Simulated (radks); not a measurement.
Q: Isoelectronic series with 7 electrons, all held in the configuration [He] 2s2 2p3, which need not be the ground one along the series. Calculated with a radial shooting solver on a logarithmic mesh with Libxc functionals: scalar-relativistic Kohn-Sham, r2SCAN, spin-unpolarised, spherical densities, finite nucleus; meta-GGA in the generalised Kohn-Sham scheme; Fermi nuclear charge, rms radius of each element as measured or else 0.836 A^(1/3) + 0.57 fm. Total energies (hartree) and mean radii <r> (bohr):

ion,E (hartree),2p,2s
N,-54.45748,1.479,1.320
P8+,-305.81383,0.4260,0.4756
V16+,-768.64478,0.2518,0.2889
Ag40+,-3485.29881,0.1117,0.1293
Cs48+,-4867.2983,0.09371,0.1079
Eu56+,-6513.3460,0.08039,0.09189
Lu64+,-8446.4532,0.07013,0.07934

Estimate the row of Ga24+.

A: E (hartree) -1447.60170; 2p 0.1784; 2s 0.2064.
